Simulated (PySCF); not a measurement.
Species: C4H9ClO3Si.
SMILES with atom numbers: `[CH3:1][O:2][C@@H:3]1[CH2:4][O:5][CH2:6][Si@@H:7]([Cl:8])[O:9]1`

NICS is the negative of the GIAO shielding at a point without a nucleus: at the ring centre (0) and 1 Å above and below it (1); zz is the component along the ring normal. Level: GIAO PBE0/pcSseg-1 (PySCF, non-relativistic, gas phase) on the GFN2-xTB geometry, one conformer.

Ring bond lengths (Å), with Mayer bond orders in brackets: C3–C4 1.537 (1.02), C4–O5 1.396 (0.94), O5–C6 1.428 (0.88), C6–Si7 1.914 (0.88), Si7–O9 1.622 (0.99), O9–C3 1.399 (0.86).

Task: What do the NICS probes read (ppm)?

Result: 
```
              ring                                                      type  NICS(0)  NICS(1), two faces  NICS(1)zz, two faces  rms pucker (Å)  centre to ring atoms, mean (Å)
C3–C4–O5–C6–Si7–O9  6-membered ring with 2 O and Si; formal bonds all single     -2.2         -2.5 / -1.9             1.4 / 2.2            0.25                            1.49
```

Task: What do they say, and how far can they be read as aromaticity?

Result: 
- C3–C4–O5–C6–Si7–O9: mean NICS(1)zz 1.8 ppm, near zero. C3, C4, C6, Si7 have four or more neighbours, and the NICS criterion for π rings isn't applied.

Task: List the ring angles and the Hirshfeld charges of the ring atoms.

Result: 
- C3–C4–O5–C6–Si7–O9: C3 111.9° (+0.106 e), C4 112.9° (-0.012 e), O5 113.3° (-0.145 e), C6 108.0° (-0.093 e), Si7 104.1° (+0.402 e), O9 125.5° (-0.228 e); sum 675.7° against 720° for a flat convex ring.

Task: What are the shieldings of the ring atoms and their hydrogens in the same run (means over atoms taken as equivalent)?

Result: 
| atoms | environment | σ isotropic (ppm) |
| --- | --- | --- |
| C3 | sp3 carbon bearing two oxygens | 85.9 |
| C4 | sp3 carbon bound to oxygen | 112.4 |
| O5 | cyclic ether oxygen | 326.5 |
| C6 | sp3 carbon bound to oxygen | 119.5 |
| Si7 | chlorine-bound silicon | 364.0 |
| O9 | silyl ether oxygen | 248.3 |
| H on C3 | methine hydrogen | 26.58 |
| H on C4 | methylene hydrogen | 28.97 |
| H on C4 | methylene hydrogen | 27.73 |
| H on C6 | methylene hydrogen | 28.16 |
| H on C6 | methylene hydrogen | 27.85 |
| H on Si7 | Si–H hydrogen | 26.28 |
